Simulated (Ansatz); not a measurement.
Reactions of `FC(F)=C(F)I`.

Computed with Ansatz on PBE0-D4/def2-TZVP structures; ΔE is electronic, products minus reactants. CCSD(T)/CBS is the MP2 limit (def2-TZVPP, def2-QZVPP) plus CCSD(T) − MP2 in def2-TZVPP, frozen cores. This one scheme is used for every species, atoms too. Double bonds are as drawn, so ΔE can hold a change between cis and trans. Functionals use def2-TZVPP. Open shells (•) are unrestricted, without spin–orbit coupling. Spin–orbit coupling would lower the free atoms: a little for C, F; strongly for I. Elements past krypton have def2 core potentials. For Br, I outer-core shells are correlated without core-valence functions, so the limit isn't a true one: a few kJ/mol of doubt a bond, and 10 to 20 or more in all where bonds break to atoms. Scalar relativity is left out up to krypton. Each species was taken in one conformer, which may not be the lowest.

```tsv
reaction	LDA (SPW92) (kJ/mol)	MP2/CBS(def2) (kJ/mol)	revPBE-D4 (kJ/mol)
`FC(F)=C(F)I` + HCl → `FC(F)=C(F)Cl` + HI	3	21	12
`FC(F)=C(F)I` + HBr → `F/C(Br)=C(/F)I` + H–F	-5	-37	-19
`FC(F)=C(F)I` + H₂O → `OC(F)=C(F)F` + HI	-10	25	9
`FC(F)=C(F)I` → 2 C• + 3 F• + I•	2840	2380	2301
`FC(F)=C(F)I` + H₂ → `F/C=C(/F)I` + H–F	-78	-112	-86
```

Problem. Give the CCSD(T)/CBS values in the same order. (Estimate.)

Solution. Ansatz gave: 18, -22, 14, 2240, -107 kJ/mol.

Largest T1 diagnostic: 0.013, for `OC(F)=C(F)F`.
